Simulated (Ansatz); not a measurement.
Species: CH7NSi (charge 0, singlet). 
Geometry from a B3LYP-D3(BJ)/def2-TZVP (Ansatz, an electronic-structure program) optimisation:
```
N
H 1 1.0081
C 1 1.4559 2 113.51
H 3 1.0921 1 109.42 2 169.54
H 3 1.0923 4 107.16 1 120.13
H 3 1.0971 4 107.53 5 116.04
Si 1 1.7195 2 117.75 3 -155.24
H 7 1.4811 1 107.37 2 -32.05
H 7 1.4832 8 110.95 1 118.64
H 7 1.4910 8 108.09 9 116.54
```

Computed values are from Ansatz. Correlated levels leave the core frozen unless marked. UHF or UKS for open shells. Spin-orbit coupling is left out. Non-relativistic. CBS marks a two-point X^-3 extrapolation of the correlation energy; Hartree-Fock from the larger set. [CCSD(T)-MP2]/basis is that difference in the basis named.

```yaml
atomisation energy De: 803.0 kcal/mol at CCSD(T)/CBS(aug-cc-pV(T+d)Z,aug-cc-pV(Q+d)Z)
vertical ionisation energy (to the doublet): 9.29 eV at RI-MP2/CBS(aug-cc-pV(T+d)Z,aug-cc-pV(Q+d)Z)+[CCSD(T)-MP2]/aug-cc-pV(T+d)Z
vertical_triplet_singlet_gap: 5.54 eV at RI-MP2/CBS(aug-cc-pV(T+d)Z,aug-cc-pV(Q+d)Z)+[CCSD(T)-MP2]/aug-cc-pV(T+d)Z
total_energy: -386.0380 Eh at CCSD(T)/CBS(aug-cc-pV(T+d)Z,aug-cc-pV(Q+d)Z)
dipole_moment: 1.23 D at CCSD(T)/aug-cc-pV(D+d)Z
T1 diagnostic: 0.010 at CCSD/aug-cc-pV(Q+d)Z
```
